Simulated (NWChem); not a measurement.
Everything below was run with NWChem. System: BrSi, charge 0, spin multiplicity 2, at a geometry optimised with UPBE0/def2-SVP. The structure started from a generated list of species. Its SCF solution wasn't tested for a lower state. Level: UMP2/def2-TZVP, 14 core orbitals frozen.

The NWChem input:

```
start mol
memory heap 200 mb stack 900 mb global 1100 mb
geometry units angstroms nocenter noautoz
  Si     0.000000     0.000000     1.599566
  Br     0.000000     0.000000    -0.639826
  symmetry group C2v
end
basis spherical
  * library def2-tzvp
end
scf
  uhf
  nopen 1
  maxiter 100
  thresh 1e-7
  semidirect memsize 60000000 filesize 0
  # guess.movecs holds the orbitals of an unrestricted PBE0 run
  vectors input guess.movecs output mol.movecs
end
mp2
  freeze core 14
end
task mp2 energy
```

Part of the output:

```
             Northwest Computational Chemistry Package (NWChem) 7.3.0
             --------------------------------------------------------

                                NWChem Input Module
                                -------------------

 Scaling coordinates for geometry "geometry" by  1.889725989
 (inverse scale =  0.529177249)

 Turning off AUTOSYM since
 SYMMETRY directive was detected!

                             Geometry "geometry" -> ""
                             -------------------------

 Output coordinates in angstroms (scale by  1.889725989 to convert to a.u.)

  No.       Tag          Charge          X              Y              Z
 ---- ---------------- ---------- -------------- -------------- --------------
    1 Si                  14.0000     0.00000000     0.00000000     1.59956600
    2 Br                  35.0000     0.00000000     0.00000000    -0.63982600

 Effective nuclear repulsion energy (a.u.)     115.7889516484

            Nuclear Dipole moment (a.u.)
            ----------------------------
        X                 Y               Z
 ---------------- ---------------- ----------------
     0.0000000000     0.0000000000     0.0000264562

      Symmetry information
      --------------------

 Group name             C2v
 Group number             16
 Group order               4
 No. of unique centers     2

      Symmetry unique atoms

     1    2


 Summary of "ao basis" -> "" (spherical)
 ------------------------------------------------------------------------------
       Tag                 Description            Shells   Functions and Types
 ---------------- ------------------------------  ------  ---------------------
 *                         def2-tzvp                  on all atoms

 Summary of "ao basis" -> "ao basis" (spherical)
 ------------------------------------------------------------------------------
       Tag                 Description            Shells   Functions and Types
 ---------------- ------------------------------  ------  ---------------------
 Si                        def2-tzvp                13       37   5s5p2d1f
 Br                        def2-tzvp                16       48   6s5p4d1f

                                 NWChem SCF Module
                                 -----------------

  ao basis        = "ao basis"
  functions       =    85
  atoms           =     2
  alpha electrons =    25
  beta  electrons =    24
  charge          =   0.00
  wavefunction    = UHF
  use symmetry    = T
  symmetry adapt  = T

 Summary of "ao basis" -> "ao basis" (spherical)
 ------------------------------------------------------------------------------
       Tag                 Description            Shells   Functions and Types
 ---------------- ------------------------------  ------  ---------------------
 Si                        def2-tzvp                13       37   5s5p2d1f
 Br                        def2-tzvp                16       48   6s5p4d1f

      Symmetry analysis of basis
      --------------------------

        a1         37
        a2          8
        b1         20
        b2         20

 Forming initial guess at       0.1s

   Symmetry analysis of molecular orbitals - initial alpha
   -------------------------------------------------------

  Numbering of irreducible representations:

     1 a1          2 a2          3 b1          4 b2

  Orbital symmetries:

     1 a1          2 a1          3 a1          4 a1          5 b1
     6 b2          7 a1          8 a1          9 b1         10 b2
    11 a1         12 b1         13 b2         14 a1         15 a1
    16 b1         17 b2         18 a2         19 a1         20 a1
    21 a1         22 b2         23 b1         24 a1         25 b2
    26 b1         27 a1         28 a1         29 b2         30 b1
    31 a2         32 a1         33 a1         34 a1         35 b2

   Symmetry analysis of molecular orbitals - initial beta
   ------------------------------------------------------

  Numbering of irreducible representations:

     1 a1          2 a2          3 b1          4 b2

  Orbital symmetries:

     1 a1          2 a1          3 a1          4 a1          5 b1
     6 b2          7 a1          8 a1          9 b1         10 b2
    11 a1         12 b1         13 a1         14 b2         15 a1
    16 b1         17 b2         18 a2         19 a1         20 a1
    21 a1         22 b1         23 b2         24 a1         25 b1
    26 b2         27 a1         28 a1         29 b1         30 b2
    31 a1         32 a1         33 a2         34 a1         35 b1

 Starting SCF solution at       0.1s

 ----------------------------------------------
         Quadratically convergent UHF

 Convergence threshold     :          1.000E-07
 Maximum no. of iterations :          100
 Integral*density screening:          1.000E-09
 ----------------------------------------------

              iter       energy          gnorm     gmax       time
             ----- ------------------- --------- --------- --------
                 1    -2861.3282082599  7.26D-01  2.87D-01      1.8
                 2    -2861.3424094939  1.14D-01  2.25D-02      1.8
                 3    -2861.3436870564  9.32D-03  3.08D-03      1.9
                 4    -2861.3437444365  6.98D-05  2.14D-05      2.0
                 5    -2861.3437444389  6.48D-09  2.24D-09      2.3

       Final UHF  results
       ------------------

         Total SCF energy =  -2861.343744438887
      One electron energy =  -4214.720580915900
      Two electron energy =   1237.587884828595
 Nuclear repulsion energy =    115.788951648417
[...]
    28      0.430707  1 Si d  0               3      0.273406  1 Si s
    42      0.264617  2 Br s                 52      0.176160  2 Br pz

                     UHF Final Beta Molecular Orbital Analysis
                     -----------------------------------------

 Vector   22  Occ=1.000000D+00  E=-4.377614D-01  Symmetry=b1
              MO Center=  2.1D-14, -7.8D-16, -4.8D-01, r^2= 1.7D+00
   Bfn.  Coefficient  Atom+Function         Bfn.  Coefficient  Atom+Function
  ----- ------------  ---------------      ----- ------------  ---------------
    53      0.519731  2 Br px                47     -0.335000  2 Br px
    50      0.291558  2 Br px                56      0.292640  2 Br px

 Vector   23  Occ=1.000000D+00  E=-4.298815D-01  Symmetry=b2
              MO Center= -7.6D-18, -1.8D-14, -5.2D-01, r^2= 1.6D+00
   Bfn.  Coefficient  Atom+Function         Bfn.  Coefficient  Atom+Function
  ----- ------------  ---------------      ----- ------------  ---------------
    54      0.525455  2 Br py                48     -0.339140  2 Br py
    57      0.299195  2 Br py                51      0.296393  2 Br py

 Vector   24  Occ=1.000000D+00  E=-3.974543D-01  Symmetry=a1
              MO Center= -2.4D-14,  5.4D-14,  1.2D+00, r^2= 3.4D+00
   Bfn.  Coefficient  Atom+Function         Bfn.  Coefficient  Atom+Function
  ----- ------------  ---------------      ----- ------------  ---------------
     5      0.450099  1 Si s                  4      0.430439  1 Si s
    55     -0.350637  2 Br pz                17      0.255056  1 Si pz
     3     -0.252434  1 Si s                 49      0.219768  2 Br pz
    58     -0.207321  2 Br pz                52     -0.187166  2 Br pz

 Vector   25  Occ=0.000000D+00  E= 1.051938D-02  Symmetry=b1
              MO Center= -3.9D-14, -1.9D-15,  1.5D+00, r^2= 3.7D+00
   Bfn.  Coefficient  Atom+Function         Bfn.  Coefficient  Atom+Function
  ----- ------------  ---------------      ----- ------------  ---------------
    18      0.719533  1 Si px                15      0.326393  1 Si px
    56     -0.258365  2 Br px

 Vector   26  Occ=0.000000D+00  E= 5.434938D-02  Symmetry=b2
              MO Center=  1.9D-15,  1.1D-13,  1.6D+00, r^2= 4.0D+00
   Bfn.  Coefficient  Atom+Function         Bfn.  Coefficient  Atom+Function
  ----- ------------  ---------------      ----- ------------  ---------------
    19      0.806690  1 Si py                57     -0.262606  2 Br py
    16      0.235254  1 Si py                13      0.153980  1 Si py

 Vector   27  Occ=0.000000D+00  E= 1.130984D-01  Symmetry=a1
              MO Center= -2.9D-14, -1.1D-13,  1.3D+00, r^2= 6.3D+00
   Bfn.  Coefficient  Atom+Function         Bfn.  Coefficient  Atom+Function
  ----- ------------  ---------------      ----- ------------  ---------------
    20      1.200703  1 Si pz                43      0.944817  2 Br s
     5     -0.714089  1 Si s                 58      0.696080  2 Br pz
    17      0.184696  1 Si pz                 4     -0.151839  1 Si s

 center of mass
 --------------
 x =   0.00000000 y =   0.00000000 z =  -0.11177400

 moments of inertia (a.u.)
 ------------------
         371.107240848829           0.000000000000           0.000000000000
           0.000000000000         371.107240848829           0.000000000000
           0.000000000000           0.000000000000           0.000000000000

  Mulliken analysis of the total density
  --------------------------------------

    Atom       Charge   Shell Charges
 -----------   ------   -------------------------------------------------------
    1 Si  14    13.72   2.00  0.59  1.38  1.15  0.76  4.10  1.74  0.39  0.98  0.47  0.04  0.09  0.02
    2 Br  35    35.28   2.00  2.00  1.16  0.78  0.99  0.99  6.00  5.94  1.24  2.85  1.28  8.98  1.02 -0.01  0.04  0.00

  Mulliken analysis of the alpha density
  --------------------------------------

    Atom       Charge   Shell Charges
 -----------   ------   -------------------------------------------------------
    1 Si  14     7.35   1.00  0.30  0.69  0.58  0.38  2.06  0.86  0.25  0.75  0.39  0.02  0.05  0.01
    2 Br  35    17.65   1.00  1.00  0.58  0.39  0.50  0.50  3.00  2.97  0.63  1.44  0.63  4.49  0.51 -0.00  0.02  0.00

   Mulliken analysis of the beta density
   -------------------------------------

    Atom       Charge   Shell Charges
 -----------   ------   -------------------------------------------------------
    1 Si  14     6.37   1.00  0.30  0.69  0.56  0.38  2.04  0.88  0.14  0.23  0.08  0.02  0.04  0.01
    2 Br  35    17.63   1.00  1.00  0.58  0.39  0.49  0.50  3.00  2.97  0.61  1.42  0.65  4.49  0.51 -0.00  0.02  0.00

   Mulliken analysis of the spin density
   -------------------------------------

    Atom       Charge   Shell Charges
 -----------   ------   -------------------------------------------------------
    1 Si  14     0.98   0.00  0.00 -0.00  0.02 -0.01  0.02 -0.02  0.10  0.52  0.31  0.00  0.01 -0.00
    2 Br  35     0.02   0.00  0.00  0.00 -0.00  0.00 -0.00  0.00  0.00  0.02  0.02 -0.02 -0.00  0.00  0.00  0.01  0.00

       Multipole analysis of the density wrt the origin
       ------------------------------------------------

     L   x y z        total         alpha         beta         nuclear
     -   - - -        -----         -----         ----         -------
     0   0 0 0     -0.000000    -25.000000    -24.000000     49.000000

     1   1 0 0     -0.000000     -0.000000     -0.000000      0.000000
     1   0 1 0     -0.000000      0.000000     -0.000000      0.000000
     1   0 0 1      0.474041     -1.126878      1.600893      0.000026

     2   2 0 0    -22.013842    -11.702728    -10.311114      0.000000
     2   1 1 0     -0.000000      0.000000     -0.000000      0.000000
     2   1 0 1     -0.000000     -0.000000      0.000000      0.000000
     2   0 2 0    -25.306611    -15.393557     -9.913054      0.000000
     2   0 1 1     -0.000000      0.000000     -0.000000      0.000000
     2   0 0 2    -23.094159   -106.058331    -96.120294    179.084466

                   NWChem MP2 Semi-direct Energy/Gradient Module
                   ---------------------------------------------

  Basis functions       =     85
  Molecular orbitals    =     85
  Frozen core           =     14
  Frozen virtuals       =      0
  Active alpha occupied =     11
  Active beta occupied  =     10
  Active alpha virtual  =     60
  Active beta virtual   =     61
  Use MO symmetry       = T
  Use skeleton AO sym   = T

  AO/Fock/Back tols     =   1.0D-09  1.0D-09  1.0D-09

 GA uses MA = F    GA memory limited = T

 Available:
  local mem=  1.26D+08
 global mem=  1.44D+08
 local disk=  0.00D+00
  mp2_memr nvloc                    60
  nvloc new                    60
   1 passes of  11:        4194304                      47725                   8045954.
   1 passes of  11: M    126144119           G      144164750           F     121949815.

 Semi-direct pass number   1 of   1  for UHF alpha       at        2.4s
  vrange nnbf                  3580
  mp2_eaftype                    30  avail_ma_in_mb                  1099
 EAF : mp2_eaftype filesize          30    4022977.
  mp2_eaf for mointskh                     30
Node 0 wrote     18.9 Mb in      0.0 s     Agg I/O rate:  1831.2 Mb/s
 Done moints_semi at        7.0s
  mp2_eaftype                    30  avail_ma_in_mb                  1069
 EAF : mp2_eaftype filesize          30    4022977.
  mp2_eaf for kh                    30
 Done maket at        7.1s
 Done multipass loop at        7.1s

 GA uses MA = F    GA memory limited = T

 Available:
  local mem=  1.26D+08
 global mem=  1.44D+08
 local disk=  0.00D+00
  mp2_memr nvloc                    61
  nvloc new                    61
   1 passes of  10:        4194304                      45226                   7437354.
   1 passes of  10: M    126144119           G      144164750           F     121949815.

 Semi-direct pass number   1 of   1  for UHF beta        at        7.2s
  vrange nnbf                  3580
  mp2_eaftype                    28  avail_ma_in_mb                  1099
 EAF : mp2_eaftype filesize          28    3718677.
  mp2_eaf for mointskh                     28
Node 0 wrote     17.5 Mb in      0.0 s     Agg I/O rate:  2241.3 Mb/s
 Done moints_semi at       11.8s
  mp2_eaftype                    28  avail_ma_in_mb                  1071
 EAF : mp2_eaftype filesize          28    3718677.
  mp2_eaf for kh                    28
 Done maket at       11.9s
 Done multipass loop at       11.9s

          -------------------------------------------
          SCF energy               -2861.343744438887
          Correlation energy          -0.345615580442
          Singlet pairs                0.000000000000
          Triplet pairs                0.000000000000
          Total MP2 energy         -2861.689360019330
          -------------------------------------------

          ---------------------------------------------------
                    Spin Component Scaled (SCS) MP2
          Same spin pairs                     -0.099133574053
          Same spin scaling factor             0.333333333333
          Opposite spin pairs                 -0.246482006390
          Opposite spin scaling fact.          1.200000000000
          SCS-MP2 correlation energy          -0.328822932352
          Total SCS-MP2 energy             -2861.672567371239
          ---------------------------------------------------

 -----------------------
 Performance information
 -----------------------

 Timer overhead =  1.29D-07 seconds/call

               Nr. of calls         CPU time (s)                 Wall time (s)                GFlops
             ---------------    -------------------     ------------------------------   -------------------
Name         Min   Avg   Max    Min     Avg     Max     Min     Avg     Max   Mx/calls   Min     Max     Sum
mp2: moin     2     2     2    9.3     9.3     9.3      9.3     9.3     9.3     4.6      0.0     0.0     0.0
mp2: make     2     2     2   0.23    0.23    0.23     0.23    0.23    0.23    0.11      0.0     0.0     0.0
mp2: tota     1     1     1    9.6     9.6     9.6      9.6     9.6     9.6     9.6      0.0     0.0     0.0

 The average no. of pstat calls per process was 5.00D+00
 with a timing overhead of 6.46D-07s

 Task  times  cpu:       11.9s     wall:       11.9s

 Total times  cpu:       11.9s     wall:       11.9s
```
